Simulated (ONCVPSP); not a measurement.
Reading a pseudo-wave (Pd (Z = 46))

Columns: radius, all-electron u(r) and pseudo u(r) of the 4s shell (level -110.48 eV) of palladium in the configuration [Ar] 3d10 4s2 4p6 4d8; PBE, scalar-relativistic, ONCV scheme, ONCVPSP 4.0.1.

```tsv
r (bohr)	all-electron	pseudo
0.078	0.3980	0.0770
0.155	0.0532	0.1627
0.232	-0.5378	0.2653
0.310	-0.6455	0.3888
0.388	-0.3566	0.5288
0.465	0.0792	0.6753
0.542	0.5013	0.8186
0.620	0.8364	0.9474
0.698	1.0573	1.0480
0.775	1.1726	1.1113
0.852	1.2054	1.1352
0.930	1.1771	1.1201
1.008	1.1084	1.0710
1.085	1.0173	0.9970
1.162	0.9155	0.9068
1.240	0.8101	0.8075
1.318	0.7080	0.7077
1.395	0.6138	0.6138
1.472	0.5281	0.5281
1.550	0.4503	0.4503
1.628	0.3820	0.3820
1.705	0.3232	0.3232
1.782	0.2723	0.2723
1.860	0.2282	0.2282
1.938	0.1907	0.1907
2.015	0.1593	0.1593
```

How many radial nodes do the two functions have?

The all-electron 4s function has n − l − 1 = 3 (the table is too coarse to show those close to the nucleus); the pseudo-wave has 0, since the states of the same l below it are removed with the core.

At about which radius was the pseudo-wave matched?

1.40 bohr. The columns agree to 0.0005 from 1.32 bohr on; several derivatives are matched, so the curves merge somewhat inside the radius.

Where does each function peak?

Outermost all-electron maximum near 0.85 bohr, pseudo maximum near 0.85 bohr (to the table’s step).

Is the pseudo-wave norm-conserving?

Yes: the ONCV scheme keeps the norm inside the radius equal to the all-electron one, which fixes the energy derivative of the logarithmic derivative at the level.
